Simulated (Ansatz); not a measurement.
Input for Ansatz (a quantum-chemistry and plane-wave program): U-PBE/def2-TZVPP on FHOTe (SMILES O[Te]F), a point of a bond scan (R = 2.310 Å). Elements past Kr take the def2 small-core potentials; no spin–orbit coupling.

Ansatz 0.2 input:
```yaml
crystal:
  periodic: [false, false, false]
  atoms:
    - {symbol: Te, position_ang: [0.11954946, 0.04292439, 0.30932958]}
    - {symbol: F, position_ang: [-1.31447947, 1.35097865, -0.94326677]}
    - {symbol: O, position_ang: [0.30870938, -1.40576060, -0.98121946]}
    - {symbol: H, position_ang: [0.99302490, -1.18271001, -1.62487581]}
basis:
  gaussian:
    orbitals: def2-TZVPP
hamiltonian:
  xc: {name: PBE}
magnetization: {spin_polarized: true, initial_magnetization: 0}
```

It printed:

```
WARN ansatz: RAYON_NUM_THREADS=1 ignored (pool sized by the plan → 1); use --threads N
Functional definition: PBE
integrals: 0.04 GiB planned
752 factors; their error is unknown
mean field: 0.38 GiB planned
mean field evaluation 1: about -12060.0525 eV, gradient 5.4e1 eV
mean field evaluation 2: about -11939.9484 eV, gradient 1.7e2 eV
mean field evaluation 4: about -12060.4440 eV, gradient 5.2e1 eV
mean field evaluation 8: about -12070.3106 eV, gradient 1.9e-1 eV
mean field evaluation 16: about -12070.1812 eV, gradient 4.2e-3 eV
mean field evaluation 32: about -12070.1519 eV, gradient 6.2e-1 eV
mean field -12070.18118076 eV, -443.5709769302 hartree, gradient 2.1e-5 eV, S^2 0.000000; 2 other end points of the search recorded, 0 dependent functions left out
reference -12070.18121146 eV, -443.5709780583 hartree; 21, 21 occupied and 105, 105 virtual orbitals, 752 factors
Total energy: -12070.18121146 eV, -443.5709780583 hartree
```

The run converged.

Cost: very roughly 3 core-seconds.
